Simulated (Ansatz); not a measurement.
## Molecular dynamics of CH$_{4}$ClNSi

The input (input.yaml):

```yaml
crystal:
  periodic: [false, false, false]
  atoms:
    - { symbol: "N", position_ang: [-0.055227, 1.243633, -1.012652] }
    - { symbol: C, position_ang: [-0.464525, 0.092077, -0.575531] }
    - { symbol: Si, position_ang: [0.671894, -0.67702, 0.824647] }
    - { symbol: Cl, position_ang: [-1.934933, -0.778943, -1.272918] }
    - { symbol: H, position_ang: [-0.563414, 1.850127, -1.669072] }
    - { symbol: H, position_ang: [0.004008, -1.822279, 1.721747] }
    - { symbol: H, position_ang: [1.338021, 0.667611, 1.324793] }
    - { symbol: H, position_ang: [1.7289, -1.400524, 0.041787] }
basis:
  gaussian: { orbitals: cc-pVDZ }
hamiltonian:
  xc: pbe0
md:
  timestep: 1.0
  n_steps: 100
  ensemble: nvt_langevin
  temperature: 500.0
  initial_velocities: maxwell_boltzmann
  seed: 134496
  friction: 0.05
  temperature_schedule:
    - { n_steps: 25, end_temperature: 500.0 }
    - { n_steps: 75, end_temperature: 125.0 }
scf:
  lower_state_search: "off"
```

Command:

```bash
$ ansatz run input.yaml --threads 1 --pin off --max-ram 2048MiB --backend cpu --events-out ev --progress --plain --runs-dir out
```

It goes on from the last frame of an earlier run, with new velocities.

Output, in part (one step line in 2, the closing report, with atoms numbered from 0):

```
md step     0: t =     0.00 fs  T =   437.5 K (target 500.0 K)  F+E_penalty+E_count = -22980.82080269 eV  E_kin = 0.452410 eV  (15 SCF iters)
md step     2: t =     2.00 fs  T =   499.9 K (target 500.0 K)  F+E_penalty+E_count = -22980.87521140 eV  E_kin = 0.516898 eV  (21 SCF iters)
md step     4: t =     4.00 fs  T =   566.9 K (target 500.0 K)  F+E_penalty+E_count = -22981.03742606 eV  E_kin = 0.586216 eV  (21 SCF iters)
md step     6: t =     6.00 fs  T =   663.6 K (target 500.0 K)  F+E_penalty+E_count = -22981.15060083 eV  E_kin = 0.686264 eV  (21 SCF iters)
md step     8: t =     8.00 fs  T =   487.6 K (target 500.0 K)  F+E_penalty+E_count = -22981.10607736 eV  E_kin = 0.504171 eV  (21 SCF iters)
md step    10: t =    10.00 fs  T =   623.4 K (target 500.0 K)  F+E_penalty+E_count = -22981.16413552 eV  E_kin = 0.644689 eV  (21 SCF iters)
md step    12: t =    12.00 fs  T =   513.4 K (target 500.0 K)  F+E_penalty+E_count = -22981.17419333 eV  E_kin = 0.530867 eV  (21 SCF iters)
md step    14: t =    14.00 fs  T =   389.4 K (target 500.0 K)  F+E_penalty+E_count = -22981.16829345 eV  E_kin = 0.402699 eV  (21 SCF iters)
md step    16: t =    16.00 fs  T =   377.5 K (target 500.0 K)  F+E_penalty+E_count = -22981.15577635 eV  E_kin = 0.390406 eV  (21 SCF iters)
md step    18: t =    18.00 fs  T =   149.4 K (target 500.0 K)  F+E_penalty+E_count = -22981.05592258 eV  E_kin = 0.154523 eV  (22 SCF iters)
md step    20: t =    20.00 fs  T =   210.9 K (target 500.0 K)  F+E_penalty+E_count = -22981.10682863 eV  E_kin = 0.218049 eV  (22 SCF iters)
md step    22: t =    22.00 fs  T =   380.0 K (target 500.0 K)  F+E_penalty+E_count = -22981.10798502 eV  E_kin = 0.392999 eV  (22 SCF iters)
md step    24: t =    24.00 fs  T =   370.8 K (target 500.0 K)  F+E_penalty+E_count = -22981.05078122 eV  E_kin = 0.383422 eV  (22 SCF iters)
md step    26: t =    26.00 fs  T =   442.9 K (target 497.5 K)  F+E_penalty+E_count = -22981.00899046 eV  E_kin = 0.458045 eV  (22 SCF iters)
md step    28: t =    28.00 fs  T =   532.9 K (target 487.5 K)  F+E_penalty+E_count = -22981.16708936 eV  E_kin = 0.551085 eV  (22 SCF iters)
md step    30: t =    30.00 fs  T =   561.6 K (target 477.5 K)  F+E_penalty+E_count = -22981.21728460 eV  E_kin = 0.580717 eV  (21 SCF iters)
md step    32: t =    32.00 fs  T =   551.2 K (target 467.5 K)  F+E_penalty+E_count = -22981.13575712 eV  E_kin = 0.569957 eV  (22 SCF iters)
md step    34: t =    34.00 fs  T =   428.5 K (target 457.5 K)  F+E_penalty+E_count = -22981.08094098 eV  E_kin = 0.443089 eV  (21 SCF iters)
md step    36: t =    36.00 fs  T =   449.4 K (target 447.5 K)  F+E_penalty+E_count = -22981.08560989 eV  E_kin = 0.464712 eV  (21 SCF iters)
md step    38: t =    38.00 fs  T =   634.0 K (target 437.5 K)  F+E_penalty+E_count = -22981.18059832 eV  E_kin = 0.655598 eV  (21 SCF iters)
md step    40: t =    40.00 fs  T =   604.0 K (target 427.5 K)  F+E_penalty+E_count = -22981.13659573 eV  E_kin = 0.624564 eV  (21 SCF iters)
md step    42: t =    42.00 fs  T =   462.2 K (target 417.5 K)  F+E_penalty+E_count = -22981.06762283 eV  E_kin = 0.477949 eV  (21 SCF iters)
md step    44: t =    44.00 fs  T =   366.2 K (target 407.5 K)  F+E_penalty+E_count = -22981.06194280 eV  E_kin = 0.378700 eV  (21 SCF iters)
md step    46: t =    46.00 fs  T =   381.2 K (target 397.5 K)  F+E_penalty+E_count = -22981.07228834 eV  E_kin = 0.394216 eV  (21 SCF iters)
md step    48: t =    48.00 fs  T =   417.4 K (target 387.5 K)  F+E_penalty+E_count = -22981.15920454 eV  E_kin = 0.431638 eV  (20 SCF iters)
md step    50: t =    50.00 fs  T =   401.5 K (target 377.5 K)  F+E_penalty+E_count = -22981.26217850 eV  E_kin = 0.415136 eV  (21 SCF iters)
md step    52: t =    52.00 fs  T =   519.8 K (target 367.5 K)  F+E_penalty+E_count = -22981.26373686 eV  E_kin = 0.537489 eV  (21 SCF iters)
md step    54: t =    54.00 fs  T =   497.3 K (target 357.5 K)  F+E_penalty+E_count = -22981.22533245 eV  E_kin = 0.514221 eV  (21 SCF iters)
md step    56: t =    56.00 fs  T =   461.5 K (target 347.5 K)  F+E_penalty+E_count = -22981.24538585 eV  E_kin = 0.477202 eV  (22 SCF iters)
md step    58: t =    58.00 fs  T =   449.9 K (target 337.5 K)  F+E_penalty+E_count = -22981.28828257 eV  E_kin = 0.465197 eV  (22 SCF iters)
md step    60: t =    60.00 fs  T =   320.4 K (target 327.5 K)  F+E_penalty+E_count = -22981.24514237 eV  E_kin = 0.331310 eV  (22 SCF iters)
md step    62: t =    62.00 fs  T =   170.8 K (target 317.5 K)  F+E_penalty+E_count = -22981.15028689 eV  E_kin = 0.176583 eV  (22 SCF iters)
md step    64: t =    64.00 fs  T =   179.9 K (target 307.5 K)  F+E_penalty+E_count = -22981.11320962 eV  E_kin = 0.185990 eV  (22 SCF iters)
md step    66: t =    66.00 fs  T =   224.5 K (target 297.5 K)  F+E_penalty+E_count = -22981.16799173 eV  E_kin = 0.232103 eV  (22 SCF iters)
md step    68: t =    68.00 fs  T =   281.9 K (target 287.5 K)  F+E_penalty+E_count = -22981.27256768 eV  E_kin = 0.291464 eV  (22 SCF iters)
md step    70: t =    70.00 fs  T =   277.8 K (target 277.5 K)  F+E_penalty+E_count = -22981.29886781 eV  E_kin = 0.287221 eV  (22 SCF iters)
md step    72: t =    72.00 fs  T =   297.5 K (target 267.5 K)  F+E_penalty+E_count = -22981.28739168 eV  E_kin = 0.307665 eV  (22 SCF iters)
md step    74: t =    74.00 fs  T =   289.7 K (target 257.5 K)  F+E_penalty+E_count = -22981.29346114 eV  E_kin = 0.299523 eV  (22 SCF iters)
md step    76: t =    76.00 fs  T =   328.6 K (target 247.5 K)  F+E_penalty+E_count = -22981.32096673 eV  E_kin = 0.339835 eV  (22 SCF iters)
md step    78: t =    78.00 fs  T =   419.6 K (target 237.5 K)  F+E_penalty+E_count = -22981.33954144 eV  E_kin = 0.433889 eV  (22 SCF iters)
md step    80: t =    80.00 fs  T =   473.1 K (target 227.5 K)  F+E_penalty+E_count = -22981.28978292 eV  E_kin = 0.489182 eV  (22 SCF iters)
md step    82: t =    82.00 fs  T =   303.4 K (target 217.5 K)  F+E_penalty+E_count = -22981.21620615 eV  E_kin = 0.313724 eV  (22 SCF iters)
md step    84: t =    84.00 fs  T =   229.6 K (target 207.5 K)  F+E_penalty+E_count = -22981.16827002 eV  E_kin = 0.237395 eV  (22 SCF iters)
md step    86: t =    86.00 fs  T =   273.8 K (target 197.5 K)  F+E_penalty+E_count = -22981.17482077 eV  E_kin = 0.283124 eV  (21 SCF iters)
md step    88: t =    88.00 fs  T =   263.8 K (target 187.5 K)  F+E_penalty+E_count = -22981.22237672 eV  E_kin = 0.272783 eV  (22 SCF iters)
md step    90: t =    90.00 fs  T =   283.6 K (target 177.5 K)  F+E_penalty+E_count = -22981.23128215 eV  E_kin = 0.293303 eV  (22 SCF iters)
md step    92: t =    92.00 fs  T =   222.7 K (target 167.5 K)  F+E_penalty+E_count = -22981.24261675 eV  E_kin = 0.230317 eV  (22 SCF iters)
md step    94: t =    94.00 fs  T =   228.7 K (target 157.5 K)  F+E_penalty+E_count = -22981.25408111 eV  E_kin = 0.236497 eV  (22 SCF iters)
md step    96: t =    96.00 fs  T =   291.7 K (target 147.5 K)  F+E_penalty+E_count = -22981.31128625 eV  E_kin = 0.301659 eV  (22 SCF iters)
md step    98: t =    98.00 fs  T =   314.8 K (target 137.5 K)  F+E_penalty+E_count = -22981.35889041 eV  E_kin = 0.325553 eV  (22 SCF iters)
md step   100: t =   100.00 fs  T =   306.3 K (target 127.5 K)  F+E_penalty+E_count = -22981.36791808 eV  E_kin = 0.316774 eV  (22 SCF iters)
Total energy: -22981.36794386 eV, -844.5496946061 hartree
Atom 0 at    -0.000608     1.223279    -1.079576 Å, force     0.109306    -1.658308     1.262308 eV/Å
Atom 1 at    -0.332827     0.059642    -0.683338 Å, force    -0.531400     1.418788    -0.763613 eV/Å
Atom 2 at     0.624879    -0.956616     0.589069 Å, force    -0.087488    -0.771776     0.639040 eV/Å
Atom 3 at    -1.900183    -0.746425    -1.205970 Å, force     0.467346     0.235734     0.167476 eV/Å
Atom 4 at    -0.708805     1.687228    -1.632044 Å, force    -0.419428     0.131608    -0.658625 eV/Å
Atom 5 at    -0.290959    -1.540394     1.687647 Å, force     0.334225     0.485737    -0.653449 eV/Å
Atom 6 at     1.679572    -0.099926     1.159578 Å, force     0.169202     0.303658     0.203060 eV/Å
Atom 7 at     1.297210    -2.104062    -0.077048 Å, force    -0.041764    -0.145441    -0.196196 eV/Å
Dipole moment:     0.040624     0.027915     0.076718 e Å
```

The run went to its last step. The schedule's set-point averaged 250 K over the second half and the system 316 K, so it lags behind the ramp. A run of 0.1 ps of so small a system gives no equilibrium averages.

The same pairs are bonded in the first frame and the last. Pairs count as bonded within 1.25 times the sum of covalent radii (0.12 Å more for H–H).

Last frame:

```xyz
8
Properties=species:S:1:pos:R:3
N -0.001 1.223 -1.080
C -0.333 0.060 -0.683
Si 0.625 -0.957 0.589
Cl -1.900 -0.746 -1.206
H -0.709 1.687 -1.632
H -0.291 -1.540 1.688
H 1.680 -0.100 1.160
H 1.297 -2.104 -0.077
```

Time of the run: 5.1 min on 1 thread of Intel(R) Xeon(R) Platinum 8259CL CPU @ 2.50GHz (Skylake/Cascade Lake) (shared host), peak memory 0.17 GiB.
